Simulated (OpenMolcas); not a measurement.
## Os4+: ligand-field states by method

Os4+ with 6 ligands (fluoride) in octahedral coordination (Oh) at 1.94 Å. A charge of +0.333 e stands 3.2 Å behind each ligand. Ligand basis ANO-RCC-VDZP.

| Item | Value |
| --- | --- |
| Program | OpenMolcas 26.06 |
| Basis | ANO-RCC-VDZP [7s6p4d2f1g] |
| Scalar Hamiltonian | DKH2, point nucleus |
| Active space | 4 electrons in 5 orbitals (5d) |
| State averaging | 2S+1 = 5 even, 5 roots; 2S+1 = 3 even, 45 roots; 2S+1 = 1 even, 50 roots |
| Spin-orbit coupling | state interaction with AMFI integrals over the reference wave functions |

I. CASSCF
II. SS-CASPT2, IPEA 0.25 Eh, imaginary shift 0.1 Eh (closed shells correlated: 5s 5p and the ligand valence shells)
III. SS-CASPT2, IPEA 0.25 Eh, sigma2 regulariser 0.3 Eh (closed shells correlated: 5s 5p and the ligand valence shells)

Spin-free states (labels of O, the rotations of Oh) in cm-1, each column counted from its own energy of the first state listed:

```
   State  Degeneracy      I     II    III
     3T1           3      0      0      0
     1T2           3   8868   7210   7210
      1E           2   9933   7710   7710
      5E           2  15763  18740  18740
     1A1           1  20210  16630  16630
      3E           2  30436  29930  29940
2S+1 = 3           3  31795  31130  31140
2S+1 = 3           3  32559  31680  31690
```

From I to II, I's first state of the same spin (3E) moves from 30436 to 29930 cm-1, by about -500 cm-1.

From I to II, I's first state of another spin (1T2) moves from 8868 to 7210 cm-1, by about -1700 cm-1.

I: A least-squares ligand-field fit to the states below 45000 cm-1, each weighted by its degeneracy and with a free common offset, gives 10Dq = 33281 cm-1, B = 686 cm-1 and C = 2868 cm-1 (C/B = 4.18), with an rms deviation of 232 cm-1. The same method and metal basis give the free ion B = 861 cm-1 (fit to its terms below 60000 cm-1, rms deviation 30 cm-1), so the nephelauxetic ratio is β = 686 / 861 = 0.80; it hangs on how both fits weigh the states, and computed free-ion B values tend to be too large, so β mixes covalency with correlation.

χT at 300 K: I 0.18, II 0.17, III 0.17 cm3 K/mol.

The states above are spin-free; spin-orbit coupling is strong here and shifts and splits them by thousands of cm-1.

Roots that are degenerate in the reference are averaged as groups; the widest CASPT2 spread within a group is 300 cm-1 (the 3-fold group of multiplicity 1 near 107000 cm-1 above the lowest state of its run, III). Shifts and gaps below about the spread of the groups concerned are not significant. Over all roots computed the reference weight is 0.69 to 0.71 in II, 0.69 to 0.71 in III; a low but even weight reflects the number of correlated electrons. The least metal-like active orbital is 74 % on the metal (Löwdin) and no ligand orbital is active, so the numbers are rough. Ligand-to-metal charge-transfer states are missing. With no ligand orbital active B as a rule stays too high, so bands that hang on it stand too high and its fall with covalency is understated. Without dynamic correlation the repulsion within the d shell is too large (B by tens of per cent), so at a given field states of lower spin stand too high (holds for I). With metal d orbitals alone the field can be off either way by tens of per cent (holds for I). With one d shell and no ligand orbital active, 10Dq can be off by a tenth or more (holds for II; III). No measured value stands beside these numbers; the geometry is a model, was not optimised and need not be the one that this ion takes.
